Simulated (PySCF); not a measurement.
PySCF job for CH4O2Te, SMILES O[Te]OC, B3LYP-D3(BJ)/def2-SVP. The structure is a stationary point at B3LYP-D3(BJ)/def2-SVP. The def2 effective core potentials stand for the cores of Te; spin–orbit coupling is left out. One conformer was computed; it need not be the lowest.

```python
import numpy as np
from pyscf import gto, scf, dft, df
from pyscf.hessian import thermo

mol = gto.M(
    atom='''
    Te   -0.18000109   -0.00498177    0.54720931
    O    -1.51038585    0.94310089   -0.61483968
    H    -1.32768965    1.89312872   -0.54710874
    O     1.37154522   -0.02766639   -0.71477479
    C     1.30996845   -0.91737213   -1.81636068
    H     0.49145560   -0.65647098   -2.51063342
    H     2.26714799   -0.82601603   -2.35611793
    H     1.18005704   -1.97083305   -1.50594385
    ''',
    basis='def2-SVP',
    ecp={'Te': 'def2-svp'},
    charge=0,
    spin=0,
    max_memory=1600,
    verbose=3,
)
mf = dft.RKS(mol, xc='b3lyp').density_fit(auxbasis='def2-universal-jkfit')
mf.disp = 'd3bj'
mf.grids.level = 3
mf.conv_tol = 1e-11
mf.max_cycle = 100
mf.kernel()

# analytic Hessian; the response equations are solved on a coarser grid
h, args, fine = mf.Hessian(), (mf.mo_energy, mf.mo_coeff, mf.mo_occ), mf.grids
h.max_memory = max(150, 2.5e-5 * df.make_auxmol(mol, mf.with_df.auxbasis).nao * mol.nelec[0] * (mol.nelec[0] + mol.nao))  # MB; small integral blocks
h1ao = h.make_h1(mf.mo_coeff, mf.mo_occ)
mf.grids = dft.Grids(mol).set(level=1).build(with_non0tab=True)
mo1, mo_e1 = h.solve_mo1(*args, h1ao)
mf.grids = fine
hess = h.hess_elec(*args, mo1, mo_e1, h1ao) + h.hess_nuc()
if mf.do_disp():
    hess += h.get_dispersion()
for i in range(mol.natm):  # the analytic DFT Hessian lacks the response of the grid: restore translational invariance
    hess[i, i] -= hess[i].sum(axis=0)
hess = (hess + hess.transpose(1, 0, 3, 2)) / 2
vib = thermo.harmonic_analysis(mol, hess, imaginary_freq=False)
thermo.dump_normal_mode(mol, vib)
th = thermo.thermo(mf, vib['freq_au'][vib['freq_au'] > 0], 298.15, 101325)
thermo.dump_thermo(mol, th)
g0 = mf.nuc_grad_method().set(verbose=0).kernel()

# dipole derivatives [dipole axis, atom, xyz] from the same response
r, irp = mol.intor('int1e_r'), mol.intor('int1e_irp').reshape(3, 3, mol.nao, mol.nao)
sl, dm0, ok = mol.aoslice_by_atom(), np.array(mf.make_rdm1()), []
dmu = np.einsum('a,xt->xat', mol.atom_charges(), np.eye(3))
for a, (_, _, p0, p1) in enumerate(sl):
    dmu[:, a] += 2 * np.einsum('xtij,ij->xt', irp[:, :, :, p0:p1], dm0.reshape(-1, mol.nao, mol.nao).sum(0)[:, p0:p1])
    for u, c, occ, f in [(mo1, mf.mo_coeff, mf.mo_occ, 4)]:
        dmu[:, a] -= f * np.einsum('tui,xuv,vi->xt', u[a], r, c[:, occ > 0], optimize=True)
L = vib['norm_mode']
ir = 974.8801 * (np.einsum('xat,kat->kx', dmu, L) ** 2).sum(1)       # km/mol
apt = np.einsum('xax->a', dmu) / 3

# polarisability derivatives from nuclear gradients in small electric fields
h0, F = mf.get_hcore(), 0.005
def in_field(f, guess):
    m = mf.copy()
    m.verbose, m.conv_tol, m.conv_tol_grad = 0, 1e-11, 2e-7
    m.get_hcore = lambda *a: h0 + np.einsum('x,xij->ij', f, r)
    m.kernel(guess)
    ok.append(m.converged)
    dm = np.array(m.make_rdm1())
    g = m.nuc_grad_method().kernel() - np.outer(mol.atom_charges(), f)
    for a, (_, _, p0, p1) in enumerate(sl):
        g[a] -= 2 * np.einsum('x,xtij,ij->t', f, irp[:, :, :, p0:p1], dm[:, p0:p1])
    return g, -np.einsum('xij,ij->x', r, dm), dm
E = np.eye(3) * F
g0, _, dm0 = in_field(np.zeros(3), dm0)
gp = [in_field(e, dm0) for e in E]
gm = [in_field(-e, 2 * dm0 - p[2]) for e, p in zip(E, gp)]
alpha = np.array([(p[1] - q[1]) / (2 * F) for p, q in zip(gp, gm)])  # bohr^3
check = abs(np.array([-(p[0] - q[0]) / (2 * F) for p, q in zip(gp, gm)]) - dmu).max()
print('static polarisability / bohr^3:', alpha.round(3))
print('largest difference of analytic and finite-field dipole derivatives / e:', check)
da = np.zeros((3, 3, mol.natm, 3))
for x in range(3):
    da[x, x] = -(gp[x][0] + gm[x][0] - 2 * g0) / F**2
for x, y in ((0, 1), (0, 2), (1, 2)):
    up, down = in_field(E[x] + E[y], gp[x][2] + gp[y][2] - dm0), in_field(-E[x] - E[y], gm[x][2] + gm[y][2] - dm0)
    both = -(up[0] + down[0] - 2 * g0) / F**2
    da[x, y] = da[y, x] = (both - da[x, x] - da[y, y]) / 2
aq = np.einsum('xyat,kat->kxy', da, L) * 0.529177210903**2           # A^2/amu^1/2
a = np.einsum('kxx->k', aq) / 3
g2 = 1.5 * (aq**2).sum((1, 2)) - 4.5 * a**2
raman, depol = 45 * a**2 + 7 * g2, 3 * g2 / (45 * a**2 + 4 * g2 + 1e-12)
print('mode   freq/cm-1   IR/(km/mol)   Raman/(A^4/amu)   depolarisation')
for k, w in enumerate(vib['freq_wavenumber']):
    print(f'{k + 1:4d} {w:11.2f} {ir[k]:13.3f} {raman[k]:17.3f} {depol[k]:16.3f}')
print('max |gradient| / (hartree/bohr):', abs(g0).max())
print('APT charges:', apt.round(4))
```

Program output:

```
converged SCF energy = -458.887117407762

WARN: DFTD3 does not support analytical Hessian, using finite difference


WARN: Mole.unit (angstrom) is changed to Bohr

Mode                                 0                   1                   2
Irrep
Freq [cm^-1]                       88.0772            128.9464            228.8630
Reduced mass [au]                   3.7523              1.1419              4.2598
Force const [Dyne/A]                0.0172              0.0112              0.1315
Char temp [K]                     126.7235            185.5252            329.2829
Normal mode                   x     y     z       x     y     z       x     y     z
       0  Te                -0.00 -0.00 -0.02    0.00  0.01 -0.00   -0.00  0.02 -0.01
       1   O                -0.06  0.08  0.12   -0.06 -0.03  0.03   -0.09 -0.01  0.06
       2   H                -0.06  0.07  0.19   -0.09 -0.02  0.04   -0.12 -0.01  0.04
       3   O                -0.02  0.04 -0.04    0.02 -0.03  0.01    0.08 -0.14  0.08
       4   C                 0.10 -0.09  0.06    0.02  0.01 -0.02    0.03  0.02 -0.04
       5   H                 0.12 -0.24 -0.02    0.34  0.35 -0.27   -0.09  0.02  0.10
       6   H                 0.12 -0.07  0.09    0.23 -0.37  0.29   -0.05  0.22 -0.16
       7   H                 0.18 -0.06  0.17   -0.51  0.05 -0.08    0.21 -0.04 -0.18
Mode                                 3                   4                   5
Irrep
Freq [cm^-1]                      280.8693            446.4518            548.5489
Reduced mass [au]                   3.3142              1.1432              8.0133
Force const [Dyne/A]                0.1540              0.1342              1.4207
Char temp [K]                     404.1085            642.3447            789.2398
Normal mode                   x     y     z       x     y     z       x     y     z
       0  Te                 0.01 -0.01 -0.03    0.00 -0.00 -0.01    0.03 -0.00 -0.02
       1   O                -0.02  0.00  0.02   -0.05  0.01  0.06   -0.02  0.02 -0.02
       2   H                -0.14  0.01  0.16    0.59 -0.06 -0.72   -0.03  0.02  0.01
       3   O                 0.07  0.06  0.08    0.01  0.02  0.02   -0.19 -0.05  0.09
       4   C                -0.12  0.01  0.12   -0.01  0.01  0.02   -0.01  0.04  0.06
       5   H                -0.19  0.05  0.22   -0.01  0.02  0.03    0.04  0.02 -0.01
       6   H                -0.18 -0.12 -0.00   -0.01 -0.02  0.01    0.04  0.18  0.17
       7   H                -0.19  0.04  0.21   -0.03  0.02  0.04    0.06  0.00 -0.03
Mode                                 6                   7                   8
Irrep
Freq [cm^-1]                      597.8090            998.9907           1066.6995
Reduced mass [au]                  13.3543              1.0654              8.8372
Force const [Dyne/A]                2.8119              0.6264              5.9244
Char temp [K]                     860.1140           1437.3252           1534.7430
Normal mode                   x     y     z       x     y     z       x     y     z
       0  Te                 0.02 -0.01  0.02    0.00 -0.01  0.00    0.00  0.00 -0.00
       1   O                -0.15  0.11 -0.13    0.04  0.02  0.03    0.00 -0.00  0.00
       2   H                -0.08  0.09 -0.06   -0.72  0.22 -0.61    0.01 -0.00  0.00
       3   O                 0.03  0.01 -0.02   -0.00  0.00 -0.00   -0.02  0.10  0.14
       4   C                 0.00 -0.01 -0.01    0.00 -0.00 -0.00    0.01 -0.12 -0.15
       5   H                -0.01 -0.00  0.00   -0.00 -0.01 -0.00   -0.04 -0.03 -0.04
       6   H                -0.00 -0.03 -0.03    0.00 -0.01  0.00    0.00 -0.08 -0.13
       7   H                -0.01 -0.00  0.01    0.00  0.00  0.01   -0.04 -0.08 -0.09
Mode                                 9                  10                  11
Irrep
Freq [cm^-1]                     1165.4555           1177.5360           1450.3246
Reduced mass [au]                   1.2841              1.3350              1.0905
Force const [Dyne/A]                1.0276              1.0906              1.3515
Char temp [K]                    1676.8309           1694.2121           2086.6941
Normal mode                   x     y     z       x     y     z       x     y     z
       0  Te                -0.00  0.00  0.00    0.00  0.00  0.00    0.00  0.00 -0.00
       1   O                 0.00  0.00  0.00    0.00 -0.00 -0.00   -0.00  0.00 -0.00
       2   H                -0.01  0.00 -0.00   -0.00  0.00  0.01    0.00 -0.00  0.00
       3   O                -0.03  0.03 -0.04   -0.05 -0.04  0.01   -0.01  0.01  0.01
       4   C                 0.07 -0.07  0.07    0.11  0.06 -0.03   -0.04  0.06  0.04
       5   H                -0.02  0.49  0.39   -0.18 -0.03  0.28    0.07 -0.05 -0.11
       6   H                -0.12  0.12 -0.23   -0.08 -0.44 -0.46   -0.04 -0.65 -0.12
       7   H                -0.18 -0.21 -0.46   -0.21  0.21  0.34    0.47 -0.17 -0.44
Mode                                12                  13                  14
Irrep
Freq [cm^-1]                     1456.6998           1479.7273           2988.5297
Reduced mass [au]                   1.0759              1.0528              1.0320
Force const [Dyne/A]                1.3452              1.3582              5.4305
Char temp [K]                    2095.8667           2128.9981           4299.8289
Normal mode                   x     y     z       x     y     z       x     y     z
       0  Te                 0.00 -0.00 -0.00   -0.00  0.00  0.00    0.00 -0.00 -0.00
       1   O                -0.00  0.00 -0.00    0.00 -0.00  0.00   -0.00  0.00 -0.00
       2   H                -0.00  0.00 -0.00   -0.00  0.00 -0.00    0.00  0.00 -0.00
       3   O                 0.00  0.00  0.02   -0.01 -0.01 -0.00   -0.00  0.00  0.00
       4   C                 0.01  0.00  0.07   -0.04 -0.05 -0.01    0.01  0.04  0.03
       5   H                 0.36 -0.28 -0.49    0.31  0.60 -0.15   -0.41  0.15 -0.34
       6   H                -0.32  0.19 -0.51   -0.14  0.01 -0.21    0.37  0.04 -0.20
       7   H                -0.27 -0.01 -0.10    0.42  0.07  0.46   -0.08 -0.65  0.21
Mode                                15                  16                  17
Irrep
Freq [cm^-1]                     3066.1564           3094.7139           3785.8690
Reduced mass [au]                   1.1061              1.1052              1.0679
Force const [Dyne/A]                6.1267              6.2365              9.0180
Char temp [K]                    4411.5164           4452.6043           5447.0226
Normal mode                   x     y     z       x     y     z       x     y     z
       0  Te                 0.00  0.00 -0.00   -0.00  0.00  0.00    0.00 -0.00  0.00
       1   O                -0.00 -0.00 -0.00    0.00  0.00 -0.00    0.01  0.06  0.00
       2   H                -0.00  0.00  0.00   -0.00 -0.00 -0.00   -0.18 -0.95 -0.07
       3   O                -0.00  0.00  0.00   -0.00 -0.00 -0.00    0.00 -0.00 -0.00
       4   C                 0.03 -0.06  0.06    0.09  0.02 -0.02    0.00  0.00  0.00
       5   H                -0.52  0.17 -0.42   -0.27  0.10 -0.23   -0.00 -0.00 -0.00
       6   H                 0.13  0.00 -0.06   -0.74 -0.08  0.41    0.00 -0.00 -0.00
       7   H                 0.08  0.60 -0.19   -0.01 -0.20  0.06   -0.00 -0.00  0.00
temperature 298.1500 [K]
pressure 101325.00 [Pa]
Rotational constants [GHz] 7.02541 2.89049 2.22333
Symmetry number 1
Zero-point energy (ZPE) 0.05479 [Eh]   143852.548 [J/mol]
                           tot       elec      trans        rot        vib
Entropy [J/mol/K]       334.520      0.000    173.205    110.323     50.992
Cv [J/mol/K]             76.530      0.000     12.472     12.472     51.587
Cp [J/mol/K]             84.844      0.000     20.786     12.472     51.587
Internal energy [J/mol]                      3718.434   3718.434 152093.363
Internal energy [Eh]   -458.82636  -458.88712
Enthalpy [J/mol]                             6197.391   3718.434 152093.363
Enthalpy [Eh]          -458.82541
Gibbs free energy [J/mol]                  -45443.689 -29174.450 136890.158
Gibbs free energy [Eh] -458.86340
static polarisability / bohr^3: [[50.564 -9.144 -7.323]
 [-9.147 43.778  2.004]
 [-7.325  2.006 51.419]]
largest difference of analytic and finite-field dipole derivatives / e: 0.001091660065810851
mode   freq/cm-1   IR/(km/mol)   Raman/(A^4/amu)   depolarisation
   1       88.08         4.721             2.274            0.692
   2      128.95         0.363             0.670            0.690
   3      228.86        13.338             1.610            0.599
   4      280.87         4.351             2.436            0.263
   5      446.45       111.507             4.552            0.632
   6      548.55        41.724            21.343            0.367
   7      597.81        43.721            18.693            0.174
   8      998.99        44.581             2.049            0.696
   9     1066.70       138.413             6.551            0.377
  10     1165.46         2.017             3.196            0.745
  11     1177.54         6.583             2.932            0.100
  12     1450.32         9.704            12.629            0.681
  13     1456.70        14.965            17.505            0.718
  14     1479.73        12.348            16.945            0.747
  15     2988.53        72.616           156.504            0.017
  16     3066.16        36.034            63.094            0.711
  17     3094.71        20.485           185.540            0.533
  18     3785.87        87.858            93.919            0.274
max |gradient| / (hartree/bohr): 8.28675075108192e-05
APT charges: [ 0.7209 -0.6055  0.2492 -0.7248  0.4891 -0.0402 -0.0423 -0.0463]
```

The calculation finished and met its thresholds.
